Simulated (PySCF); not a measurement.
H3NOZn. Atoms are numbered in the order given.

```xyz
6

Zn     0.0171     0.0178     0.0000
O      1.7934    -0.1257     0.0000
H      2.2696     0.7094     0.0000
N     -1.7997    -0.1088     0.0000
H     -2.2665     0.2618    -0.8179
H     -2.2665     0.2618     0.8179
```
Charge 0, spin multiplicity 1.

Geometry optimised at B3LYP-D3(BJ)/def2-TZVP. One conformer was computed; it need not be the lowest.

Calculation: TDA-M06-2X/def2-SVPD run with PySCF.

Vertical excitations. Gas-phase values at a fixed geometry. State labels are in the subgroup Cs.

Q: List the lowest excited states. (Estimate from the structure and the level; the computed values follow.)

A: 
```tsv
state	symmetry	energy (eV)	λ (nm)	f	main pairs
S1	A'	5.29	234	0.086	HOMO→LUMO 87 %
S2	A"	6.10	203	0.001	HOMO→LUMO+1 91 %
S3	A"	6.18	201	0.044	HOMO−1→LUMO 85 %
S4	A'	6.87	180	0.043	HOMO→LUMO+2 87 %
S5	A'	7.05	176	0.089	HOMO−2→LUMO 40 %, HOMO→LUMO+3 34 %, HOMO−1→LUMO+1 14 %
S6	A'	7.21	172	0.002	HOMO→LUMO+3 49 %, HOMO−2→LUMO 27 %, HOMO−1→LUMO+1 10 %
S7	A"	7.72	161	0.006	HOMO−1→LUMO+2 93 %
S8	A'	7.98	155	0.081	HOMO−1→LUMO+1 56 %, HOMO−2→LUMO 16 %, HOMO−2→LUMO+2 11 %
S9	A"	8.05	154	0.020	HOMO−2→LUMO+1 92 %
S10	A'	8.29	150	0.172	HOMO−3→LUMO 75 %
T1	A'	4.73	262	0	HOMO→LUMO 89 %
T2	A"	5.83	213	0	HOMO−1→LUMO 86 %
T3	A"	6.04	205	0	HOMO→LUMO+1 95 %
T4	A'	6.13	202	0	HOMO→LUMO+2 88 %
```
Triplets are in the Tamm–Dancoff approximation.
